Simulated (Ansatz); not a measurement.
`[SiH3]O[Si]O[SiH3]` + `N[Si](N)(O)O` → `N[Si](N)(O)O[SiH3]` + `O[Si]O[SiH3]`  (ligand exchange at the Si–O bond)

Calculated with Ansatz (gas phase, PBE0-D4/def2-TZVP geometries, no zero-point term in ΔE). CBS: MP2 limit from def2 TZ/QZ plus the TZ coupled-cluster correction, frozen cores. This one scheme is used for every species. Functionals use def2-TZVPP. B3LYP here is the variant with VWN-RPA as its local correlation; programs differ in this. One conformer a species, not always the lowest.

Is it downhill or uphill in electronic energy at CCSD(T)/CBS, and by how much? (An estimate is asked.)

The calculation gave: Downhill: ΔE = -0.12 eV.

What do these levels give: B3LYP-D4, ωB97M-V, B2PLYP, PBE, PBE0, CCSD(T)/def2-TZVPP? (Estimate.)

Computed: B3LYP-D4 -0.12, ωB97M-V -0.14, B2PLYP -0.11, PBE -0.11, PBE0 -0.11, CCSD(T)/def2-TZVPP -0.13 eV.

Largest T1 diagnostic among the species: 0.014.

In def2-TZVPP, CCSD(T) changes the Hartree–Fock value by −0.04 eV (the triples alone add −0.01 eV) and MP2 by −0.04 eV.
